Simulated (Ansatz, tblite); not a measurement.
Forces on the cluster CaO₂⁻ at its PBE0-D4/def2-TZVPD geometry. The state is a doublet with charge -1.

The xTB rows come from tblite. The structure comes from a short search, and lower isomers may exist.

GFN1-xTB (tblite), largest force 0.84 eV/Å:

```xyz
3
positions Å, forces eV/Å
Ca   -0.001    0.001    0.000    0.000    0.000    0.000
O     1.003    0.826   -1.498   -0.427   -0.351    0.637
O    -1.003   -0.827    1.498    0.426    0.352   -0.637
```

GFN2-xTB (tblite), largest force 0.56 eV/Å:

```
Ca 0.000 0.000 0.000
O -0.285 -0.235 0.426
O 0.286 0.235 -0.426
```

PBE0-D4/def2-TZVPD (Ansatz), largest force 0.01 eV/Å:

```
Ca 0.001 -0.001 0.000
O -0.006 -0.004 0.008
O 0.005 0.005 -0.008
```
